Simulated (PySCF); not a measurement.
Electric field gradients and quadrupole coupling constants

C5H13OP.
Atom-mapped SMILES: `[CH2:1]=[P:2]([CH3:3])([CH3:4])[CH2:5][O:6][CH3:7]` (hydrogens: H8, H9 on C1; H10, H11, H12 on C3; H13, H14, H15 on C4; H16, H17 on C5; H18, H19, H20 on C7)

Geometry (GFN2-xTB, Å), atoms numbered from 1 in this order:
```
atom  x, y, z in Å
C1    -2.3677    0.5942   -1.3917
P2    -1.0330    0.2324   -0.4009
C3    -1.3678   -1.2767    0.5582
C4    -0.8075    1.5480    0.8351
C5     0.7911   -0.0850   -0.8538
O6     1.5516   -0.3501    0.2972
C7     2.9059   -0.5917    0.0148
H8    -2.2341    1.5385   -1.9145
H9    -2.5818   -0.2149   -2.0862
H10   -2.3203   -1.1409    1.0667
H11   -0.5661   -1.4495    1.2727
H12   -1.4462   -2.1233   -0.1218
H13   -0.0286    1.2669    1.5404
H14   -1.7592    1.6912    1.3431
H15   -0.5328    2.4720    0.3288
H16    1.1714    0.8025   -1.3906
H17    0.8267   -0.9321   -1.5620
H18    3.3961   -0.7839    0.9675
H19    3.3717    0.2762   -0.4685
H20    3.0255   -1.4630   -0.6412
```

Field gradients from the PBE0/pcSseg-1 density (PySCF, non-relativistic), principal values in atomic units, ordered |Vxx| ≤ |Vyy| ≤ |Vzz|:

```tsv
atom	Vxx	Vyy	Vzz
O6	0.0254	2.0347	-2.0601
```

Find the asymmetry η = (Vxx − Vyy)/Vzz and the couplings χ = eQV/h (234.96 MHz × Q in barn × V in au), with Q(17O) = −0.0256 b.

| atom | environment | nucleus | η | χzz (MHz) | χxx (MHz) | χyy (MHz) |
| --- | --- | --- | --- | --- | --- | --- |
| O6 | ether oxygen | 17O | 0.98 | 12.39 | -0.15 | -12.24 |

At O6 η is above 0.9: Vyy and Vzz are nearly equal in size and opposite in sign, so a small change could swap them and flip the sign of χzz. 

What is Vzz at O6 in SI units (1 au = 9.71736 × 10²¹ V/m²)?

-2.0601 au = -20.019 × 10²¹ V/m².

And the gradient at the other heavy atoms, for which no coupling is worked out here?

```tsv
atom	environment	Vzz (au)	η
C1	carbon bonded to P and 2 H	-0.310	0.79
P2	phosphorus bonded to 4 C	-0.663	0.09
C3	sp3 carbon bound to phosphorus	0.075	0.48
C4	sp3 carbon bound to phosphorus	0.075	0.48
C5	sp3 carbon bound to oxygen	0.346	0.01
C7	methoxy carbon	0.385	0.09
```

What couplings would deuterons (Q(2H) = 0.00286 b) have in place of the hydrogens, at this geometry?

```
atom  bonded to  bond length (Å)  Vzz (au)     η  χzz (kHz)
  H8         C1            1.088    0.3341  0.13        224
  H9         C1            1.088    0.3341  0.13        224
 H10         C3            1.088    0.3140  0.02        211
 H11         C3            1.088    0.3121  0.01        210
 H12         C3            1.089    0.3160  0.02        212
 H13         C4            1.088    0.3121  0.01        210
 H14         C4            1.088    0.3140  0.02        211
 H15         C4            1.089    0.3159  0.02        212
 H16         C5            1.105    0.2789  0.08        187
 H17         C5            1.105    0.2789  0.08        187
 H18         C7            1.089    0.3060  0.07        206
 H19         C7            1.097    0.2890  0.08        194
 H20         C7            1.097    0.2890  0.08        194
```

Isolated species at its GFN2-xTB geometry (one conformer only). GFN2-xTB bond lengths can be off by several hundredths of an ångström, more for odd bonds, and the gradients follow them. The basis is small and wasn't made for field gradients, so the couplings can be 20 % off.
